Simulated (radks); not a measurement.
Values are calculated unless marked as measured or tabulated.
Problem. These are the eigenvalues of the occupied orbitals of an atom or ion with whole-number occupations (hartree). Code: a radial shooting solver on a logarithmic mesh with Libxc functionals. Model: non-relativistic Kohn-Sham, LDA (Slater exchange, Perdew-Wang correlation), spin-polarised, spherical densities, point nucleus.

1s up: -453.9068
1s down: -453.9016
2s up: -59.86499
2s down: -59.86187
2p up: -54.07418
2p down: -54.07090
3s up: -10.07265
3s down: -10.06566
3p up: -8.07748
3p down: -8.06955
3d up: -4.52496
3d down: -4.51374
4s up: -2.78089

Which element is it, and in what charge state? The configuration may be excited. Open shells, if any, are filled with parallel spins first.

Solution. Z = 34, selenium, charge +5: Se5+ in [Ar] 3d10 4s1. The list shows which subshells hold electrons but not how many an open one holds; the 1s level, -453.91 hartree, gives Z - s = 30.1 by -(Z - s)^2/2, which with screening narrows Z to a few neighbours, and the depths of the outer levels then fix element, charge and occupations together.
